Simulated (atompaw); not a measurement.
**Scattering properties, PAW (atompaw) potential for manganese (Mn)**

```json
{
  "Element": "manganese",
  "Generator": "atompaw 4.2.0.5",
  "Type": "PAW",
  "Functional": "LDA (PW92)",
  "Relativity": "scalar-relativistic",
  "Frozen core": "[Ar]",
  "Valence charge": "7",
  "Reference configuration": "3d5 4s1 4p0 (charge +1)",
  "Partial waves": "4s (bound): rc 2.65 bohr; 4s channel at 0.3 Ry: rc 2.65 bohr; 4p (bound, empty): rc 3.00 bohr; 4p channel at 0.95 Ry: rc 3.00 bohr; 3d (bound): rc 1.10 bohr; 3d channel at 3.55 Ry: rc 1.10 bohr",
  "Local potential": "troulliermartins scheme with l = 3 at 0.5 Ry, radius 2.15 bohr",
  "Core correction": "smooth core density matched at 2.95 bohr",
  "Augmentation charge": "besselshape compensation charge, radius 2.20 bohr; PAW radius 3.00 bohr; waves and projectors: custom rrkj gramschmidtortho"
}
```

The phase is arctan(r·u′/u) with u = r·R(r), unwrapped; energies in Ry, scanned from -3 to 5 Ry. A pole is an energy at which the radial function vanishes at the test radius. The pseudo phase is shifted by a multiple of π to meet the all-electron one at the reference energy, and phase errors are pseudo minus all-electron; the curves can meet again beyond the range given. Levels narrower than the energy grid can be missing from the lists of poles.

Task: For each channel, where are the poles, and over which energies does the pseudopotential scatter like the atom?

Result:

```tsv
channel	radius (bohr)	reference energy (Ry)	poles, all-electron	poles, pseudo	unbroken range about the reference energy with phases within 0.05 rad	phase error 1 Ry above the reference energy (rad)
s	3.00	-0.89	0.13	0.13, 0.93	below 0.9	-0.000
p	3.00	-0.54	0.94	0.94, 4.14	below 2.6	-0.000
d	3.00	-1.12	-1.05, 2.38	-1.05, 2.37	below 4.6	-0.000
```

Phases in the d channel:

```csv
E (Ry),all-electron,pseudo
-3.00,1.362,1.362
-2.76,1.351,1.351
-2.52,1.338,1.338
-2.28,1.322,1.322
-2.04,1.301,1.301
-1.80,1.271,1.271
-1.56,1.220,1.220
-1.32,1.063,1.063
-1.08,-1.466,-1.465
-0.84,-1.801,-1.801
-0.60,-1.896,-1.896
-0.36,-1.984,-1.984
-0.12,-2.105,-2.105
0.12,-2.308,-2.309
0.36,-2.710,-2.712
0.60,-3.408,-3.412
0.84,-3.998,-4.001
1.08,-4.297,-4.299
1.32,-4.454,-4.455
1.56,-4.548,-4.549
1.80,-4.612,-4.613
2.04,-4.660,-4.661
2.28,-4.699,-4.699
2.52,-4.732,-4.732
2.76,-4.763,-4.763
3.00,-4.793,-4.794
3.24,-4.826,-4.826
3.48,-4.862,-4.862
3.72,-4.907,-4.907
3.96,-4.968,-4.968
4.20,-5.059,-5.062
4.44,-5.219,-5.235
4.68,-5.560,-5.649
4.92,-6.315,-6.633
```
